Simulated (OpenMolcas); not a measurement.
A calculation on Ge IV.

| Quantity | Value |
| --- | --- |
| Program | OpenMolcas 26.06 |
| Method | SS-CASPT2, IPEA 0.25 Eh, imaginary shift 0.1 Eh (closed shells correlated: 3d) |
| Basis | ANO-RCC-VTZP [6s5p3d1f] |
| Scalar Hamiltonian | DKH2, point nucleus |
| Active space | 1 electron in 4 orbitals (4s 4p) |
| State averaging | 2S+1 = 2 even, 1 root; 2S+1 = 2 odd, 3 roots |
| Spin-orbit coupling | RASSI with atomic mean-field integrals over the reference wave functions, term energies averaged over their components |

Which level of the active space comes out lowest?

4s ²S_1/2, with 100 % of that term; it is also the measured ground level.

How high does 4p ²P°_3/2 lie?

83370 cm⁻¹ above the lowest level; measured 84102 cm⁻¹ above the ground level, so the calculation is off by -1 %.

How high does 4p ²P°_1/2 lie?

81048 cm⁻¹ above the lowest level; measured 81311 cm⁻¹ above the ground level, so the calculation is off by 0 %.

Measured values: Sugar and Musgrove, J. Phys. Chem. Ref. Data 22, 1213 (1993).

With one active electron, CASPT2 adds the correlation within the correlated inactive shells and between them and that electron, and leaves the splitting within a term as the reference gives it. Computed and measured levels are paired by configuration, term and J; levels that our copy of the source lacks, or whose pairing is in doubt (as where it misses far off the trend of its configuration), stay unpaired and out of the deviations. Only configurations of the active space appear.

° marks odd parity.
